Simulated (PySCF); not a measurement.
Molecule: SMILES [CH2][Si](Cl)(Cl)Cl (CH₂Cl₃Si), doublet. Atoms near the plane z = 0.6 Å, at the CAM-B3LYP/def2-SVP optimised geometry (x, y, z in Å): Si2 (-0.7, -1.0, 0.0), Cl3 (-1.4, 1.0, 0.0), Cl4 (1.4, -1.0, 0.0).

Level of theory: PySCF with unrestricted CAM-B3LYP/def2-TZVP. The values are rescaled to run from 0 to 1.

```
|00000000000000000000000000000|
|00000000111000000000000000000|
|00000112222211000000000000000|
|00011233333322100000000000000|
|00122344444433211000000000000|
|01233455665554321000000000000|
|02334566777665432100000000000|
|12345678888765532110000000000|
|13456788998876543211000000000|
|23456789999887543222211100000|
|23456899999987654333322210000|
|23456789999987654444443321000|
|23456789999877655555554432100|
|13456778888876655666665543210|
|12345677888776666777776654320|
|12344567777777777788887654321|
|02234566777777778899998765321|
|01234566778887788999998765421|
|12344567788988788999998765431|
|12345667888887788999998765421|
|12345677888887777899988765321|
|12345677888877777788887654321|
|12345677888776666677776543210|
|12345667777766555566665443210|
|12334566777665544455544332100|
|01234556666554433344433221000|
|01223445555544332222222110000|
|00122334444433221111111000000|
|00012233333322110000000000000|
```
Scale: ten equal steps from 0.000 (start of '0') to 1.00 (end of '9'), in the order '0123456789'; x runs from -3.50 to 3.50, y from -3.50 (bottom) to 3.50 (top).

Problem. Which quantity is mapped?
A. Laplacian of the electron density
B. log10 of the electron density
C. an orbital amplitude
D. deformation density (molecule minus spherical neutral atoms)

Solution. B, log10 of the electron density. In full: log10 of the electron density (e/bohr³), floored at −4.
